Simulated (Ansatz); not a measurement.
Reaction (ligand exchange at the Si–O bond): `CO[SiH2]O[SiH](O)F` + `[NH2][GeH3]` → `CO[SiH2][NH][GeH3]` + `O[SiH](O)F`

Program: Ansatz. Geometries: PBE0-D4/def2-TZVP. ΔE: electronic, gas phase. CCSD(T)/CBS is the MP2 limit (def2-TZVPP, def2-QZVPP) plus CCSD(T) − MP2 in def2-TZVPP, frozen cores. This one scheme is used for every species. Functionals use def2-TZVPP. For Ge outer-core shells are correlated without core-valence functions, which leaves a few kJ/mol of doubt a bond. Scalar relativity is left out up to krypton. One conformer a species, not always the lowest.

Question: Is it downhill or uphill in electronic energy at CCSD(T)/CBS, and by how much? (Estimate.)

Answer: The calculation gave: Uphill: ΔE = +55.5 kJ/mol.

Question: What do these levels give: PBE0-D4, PBE0, HF/def2-TZVPP, HF/CBS(def2), MP2/CBS(def2), CCSD/CBS(def2)? (An estimate is asked.)

Answer: Ansatz gave: PBE0-D4 52.1, PBE0 51.2, HF/def2-TZVPP 62.3, HF/CBS(def2) 63.7, MP2/CBS(def2) 53.9, CCSD/CBS(def2) 56.4 kJ/mol.

Largest T1 diagnostic among the species: 0.012.

In def2-TZVPP, CCSD(T) changes the Hartree–Fock value by −7.1 kJ/mol (the triples alone add −0.8 kJ/mol) and MP2 by −8.8 kJ/mol.
